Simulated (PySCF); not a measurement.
Simulated outer-valence photoelectron spectrum of `[C](#C[SiH3])[GeH3]`. The calculation used EOM-IP-CCSD/aug-cc-pVDZ in PySCF, restricted Hartree–Fock reference, 16 core orbitals frozen, non-relativistic, gas phase, PBE0-D3(BJ)/def2-SVP geometry.

Each root has a Gaussian of 0.5 eV full width with its one-hole share as area; cross sections and vibrations are left out, and the highest printed point is 100.

(ionisation energy (eV), intensity): (9.7, 0), (9.8, 1), (9.9, 4), (10.0, 11), (10.1, 23), (10.2, 37), (10.3, 49), (10.4, 51), (10.5, 43), (10.6, 29), (10.7, 15), (10.8, 7), (10.9, 2), (11.0, 1), (11.1, 0), (11.2, 0), (11.3, 0), (11.4, 0), (11.5, 0), (11.6, 0), (11.7, 0), (11.8, 0), (11.9, 0), (12.0, 1), (12.1, 4), (12.2, 10), (12.3, 23), (12.4, 43), (12.5, 66), (12.6, 87), (12.7, 100), (12.8, 100), (12.9, 88), (13.0, 68), (13.1, 45), (13.2, 24), (13.3, 11), (13.4, 4), (13.5, 1), (13.6, 0), (13.7, 0), (13.8, 1), (13.9, 3), (14.0, 6), (14.1, 12), (14.2, 19), (14.3, 24), (14.4, 24), (14.5, 19), (14.6, 12), (14.7, 6), (14.8, 3), (14.9, 1), (15.0, 0)

Task: Where are the maxima, and how many lines lie under the curve?

Result: 3 maxima, at 10.4, 12.8 and 14.4 eV, from 8 lines. At this width some lines have no maximum of their own.

Task: List the lines with their holes.

Result: 
```json
{"E (eV)": "10.37", "leading hole (HF orbital)": "HOMO", "area": "0.95", "Koopmans (eV)": "10.63"}
{"E (eV)": "10.37", "leading hole (HF orbital)": "HOMO-1", "area": "0.95", "Koopmans (eV)": "10.63"}
{"E (eV)": "12.59", "leading hole (HF orbital)": "HOMO-2", "area": "0.94", "Koopmans (eV)": "13.28"}
{"E (eV)": "12.59", "leading hole (HF orbital)": "HOMO-3", "area": "0.94", "Koopmans (eV)": "13.28"}
{"E (eV)": "12.75", "leading hole (HF orbital)": "HOMO-6", "area": "0.94", "Koopmans (eV)": "14.26"}
{"E (eV)": "12.92", "leading hole (HF orbital)": "HOMO-4", "area": "0.94", "Koopmans (eV)": "13.63"}
{"E (eV)": "12.92", "leading hole (HF orbital)": "HOMO-5", "area": "0.94", "Koopmans (eV)": "13.63"}
{"E (eV)": "14.35", "leading hole (HF orbital)": "HOMO-7", "area": "0.91", "Koopmans (eV)": "15.94"}
```

The widest gap, 2.22 eV, lies between 10.37 and 12.59 eV. Only orbitals with −ε under 21 eV, eight at most, were ionised, so the high end of the curve may lack lines.

Time: 6.8 min wall. Hardware: an Arm Neoverse V1 with one thread (shared host).
